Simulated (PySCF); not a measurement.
NICS in rings of unrelated molecules.

Definitions: NICS(0) = −σiso at the ring centroid; NICS(1) = −σiso and NICS(1)zz = −σzz at ±1 Å along the ring normal z. Level: GIAO PBE0/pcSseg-1 (PySCF, non-relativistic, gas phase) on the GFN2-xTB geometries, one conformer each. Atom numbers follow the mapped SMILES.

Task: Order these rings by mean NICS(1)zz, lowest (most negative) first (ppm).
A. ring N2–C3–C4–C5–C8 in `[CH3:1][n:2]1[cH:3][cH:4][c:5]([CH2:6][NH2:7])[cH:8]1`
B. ring Si2–C3–O4–C5–Si6–N7 in `[NH2:1][Si@@H:2]1[CH2:3][O:4][CH2:5][SiH2:6][NH:7]1`
C. ring C5–C6–C7–C8–C9–N10 in `[F:1][CH:2]([F:3])[O:4][c:5]1[cH:6][cH:7][cH:8][cH:9][n:10]1`
D. ring Si4–N5–Si6–C7–Si8 in `[O:1]=[CH:2][NH:3][Si@@H:4]1[NH:5][SiH2:6][CH2:7][SiH2:8]1`
E. ring C3–N4–N5–C7–P8 in `[N:1]#[C:2][c:3]1[n:4][n:5]([SiH3:6])[cH:7][p:8]1`
F. ring C2–C3–C4–C5–C7 in `[O:1]=[C:2]1[CH2:3][CH2:4][C@@H:5]([F:6])[CH2:7]1`
G. ring C4–N5–C6–C7–N8 in `[CH3:1][CH:2]([CH3:3])[c:4]1[n:5][cH:6][cH:7][nH:8]1`

Result: E (-30.9), G (-29.8), A (-28.1), C (-26.2), F (-2.5), D (-0.2), B (4.8).

```json
{"SMILES": "N#Cc1nn([SiH3])cp1", "ring": "5-membered ring with 2 N and P; formal bonds all aromatic", "NICS(0)": "-13.6", "NICS(1)": "-13.1", "NICS(1)zz": "-30.9", "HOMA": "0.79", "rms pucker (Å)": "0.00", "ring atoms with four or more neighbours": "0"}
{"SMILES": "CC(C)c1ncc[nH]1", "ring": "5-membered ring with 2 N; formal bonds all aromatic", "NICS(0)": "-13.0", "NICS(1)": "-11.1", "NICS(1)zz": "-29.8", "HOMA": "0.91", "rms pucker (Å)": "0.00", "ring atoms with four or more neighbours": "0"}
{"SMILES": "Cn1ccc(CN)c1", "ring": "5-membered ring with N; formal bonds all aromatic", "NICS(0)": "-13.4", "NICS(1)": "-10.7", "NICS(1)zz": "-28.1", "HOMA": "0.91", "rms pucker (Å)": "0.00", "ring atoms with four or more neighbours": "0"}
{"SMILES": "FC(F)Oc1ccccn1", "ring": "6-membered ring with N; formal bonds all aromatic", "NICS(0)": "-7.9", "NICS(1)": "-10.6", "NICS(1)zz": "-26.2", "HOMA": "0.99", "rms pucker (Å)": "0.00", "ring atoms with four or more neighbours": "0"}
{"SMILES": "O=C1CC[C@@H](F)C1", "ring": "5-membered carbocycle; formal bonds all single", "NICS(0)": "2.0", "NICS(1)": "-2.1", "NICS(1)zz": "-2.5", "HOMA": "–", "rms pucker (Å)": "0.15", "ring atoms with four or more neighbours": "4"}
{"SMILES": "O=CN[Si@@H]1N[SiH2]C[SiH2]1", "ring": "5-membered ring with N and 3 Si; formal bonds all single", "NICS(0)": "-4.2", "NICS(1)": "-2.6", "NICS(1)zz": "-0.2", "HOMA": "–", "rms pucker (Å)": "0.12", "ring atoms with four or more neighbours": "4"}
{"SMILES": "N[Si@@H]1COC[SiH2]N1", "ring": "6-membered ring with N, O and 2 Si; formal bonds all single", "NICS(0)": "-0.8", "NICS(1)": "-0.6", "NICS(1)zz": "4.8", "HOMA": "–", "rms pucker (Å)": "0.22", "ring atoms with four or more neighbours": "4"}
```

NICS(0) gives another order. The isotropic NICS(1) gives another order. Over the 4 rings with a HOMA value its correlation coefficient with NICS(1)zz is 0.92. HOMA uses Krygowski's 1993 parameters; it is left out where a ring has a four-coordinate atom, a triple bond, no multiple bond or a kind of bond without parameters. NICS(1) and NICS(1)zz are means over the two faces.
